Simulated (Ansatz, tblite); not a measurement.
Removing and adding an electron: B4P4H14, a cluster cut from wurtzite BP (hydrogen-capped). The state is a singlet with charge 0. Geometry: PBE-D4/def2-SVP. Ansatz, gas phase; energy differences of separate SCF runs; the oxidised species was run as a doublet alone; the reduced species was run as a doublet alone.

```xyz
22

B    -1.702    0.063   -1.330
P    -0.290   -1.295   -1.518
B     0.564    2.081   -0.143
P    -1.133    1.154    0.201
P     1.879    0.634   -0.366
B     1.172   -1.193   -0.207
B    -1.082    0.116    1.867
P     0.294   -1.255    1.550
H    -1.718    0.721   -2.361
H    -2.746   -0.527   -1.086
H     0.323   -1.312   -2.808
H    -0.776   -2.638   -1.482
H     0.521    2.702   -1.197
H     0.908    2.744    0.826
H    -2.125    2.164    0.376
H     2.588    0.688   -1.605
H     2.987    0.720    0.532
H     2.019   -2.056   -0.357
H    -2.142   -0.465    2.057
H    -0.703    0.805    2.804
H    -0.177   -2.593    1.722
H     1.338   -1.257    2.526
```

The xTB rows come from tblite. B3LYP takes the VWN-RPA correlation. HOMO above LUMO, or a gap near zero within one spin, warns that the state may not be the lowest or that an electron is smeared out.

Estimate orbital energies and vertical ionisation energies and electron affinities at: GFN1-xTB; GFN2-xTB; PBE-D4/def2-SVP; B3LYP-D4/def2-TZVP; PBE0-D4/def2-SVP; PBE0-D4/def2-TZVP.


```
             level  −HOMO (eV)  vertical IE (eV)  −LUMO (eV)  vertical EA (eV)  HOMO–LUMO gap (eV)  IE − EA (eV)                                                                   remarks
          GFN1-xTB       10.80             13.09        5.64              3.22                5.15          9.88                                                                         –
          GFN2-xTB        9.87             12.09        5.76              3.87                4.12          8.22                                                                         –
   PBE-D4/def2-SVP        6.23                 –        1.24             -0.74                4.99             –  HOMO above zero (-1 doublet), gap within one spin near zero (-1 doublet)
B3LYP-D4/def2-TZVP        7.30              9.12        0.86                 –                6.44             –                                                                         –
  PBE0-D4/def2-SVP        7.40                 –        0.41             -0.94                6.99             –                                              HOMO above zero (-1 doublet)
 PBE0-D4/def2-TZVP        7.46              9.07        0.68                 –                6.78             –                                                                         –
```

Run but left out: PBE-D4/def2-TZVP (charge +1 doublet: an occupied level 0.04 eV above an empty one).   A HOMO above zero means that the electron is unbound at that level or that self-interaction error raises the level; the energy of removing that electron tells which. Raw xTB energy differences between charge states are shifted by several eV; the methods need an empirical correction for them. Sets without diffuse functions give affinities that are too small. A negative affinity means that the extra electron isn't bound; its size then hangs on the basis.
